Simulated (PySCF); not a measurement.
A structure optimised at B3LYP-D3(BJ)/def2-TZVP, used in a PySCF frequency run:

```xyz
4

Te     0.1189     0.0371     0.3104
F     -1.0543     1.1590    -0.7243
O      0.2907    -1.3977    -0.9981
H      0.9813    -1.1776    -1.6360
```

### Question
Write its SMILES and formula.

### Answer
O[Te]F, FHOTe

### Question
What are its rotational constants (standard atomic weights)?

### Answer
10.615, 6.5507, 4.1006 GHz
